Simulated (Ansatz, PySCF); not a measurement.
Pulling on the B1–H2 bond in CH5BSe (SMILES CB[SeH]) (multiplicity 1 held, fragments rigid). Energies count from the point at 1.189 Å.
Geometry at that point (charge 0, multiplicity 1):
```tsv
atom	x (Å)	y (Å)	z (Å)
B	-0.1528	-0.5534	1.0626
H	-1.1320	-0.5894	1.7355
C	1.1691	-1.2645	1.4816
H	0.9786	-2.3331	1.6320
H	1.4936	-0.8885	2.4585
H	2.0000	-1.1608	0.7826
Se	-0.2340	0.4253	-0.5976
H	-1.6347	0.8649	-0.4932
```

R- and RO- levels are restricted; in cc, def2 and unpolarised 6-31G sets they are followed outwards from rest. Active spaces are followed from a long bond inwards. Levels need not reach the same state.

Correlated levels freeze the cores. Filled d and f shells under p-block atoms count as core. Rows in LANL2DZ carry no dispersion term and start afresh at each structure. LANL2DZ brings its own core potentials from Na on.

The values were computed with Ansatz (an electronic-structure program) with Gaussian orbitals; PySCF for LANL2DZ rows. Each number belongs to the level named beside it.

**Question.** Predict the energy at R = 3.804 Å from SC-NEVPT2 on CASSCF(2,2)/cc-pVTZ.

**Answer.** 436 kJ/mol

**Question.** What is the computed energy at R = 3.804 Å (R-HF/cc-pVTZ)?

**Answer.** 696 kJ/mol

**Question.** What energy at R = 3.804 Å does R-B3LYP/LANL2DZ give?

**Answer.** 586 kJ/mol

Doubts at one or more of the structures used: a restricted determinant that unrestricted orbitals would lower (R-HF/cc-pVTZ).
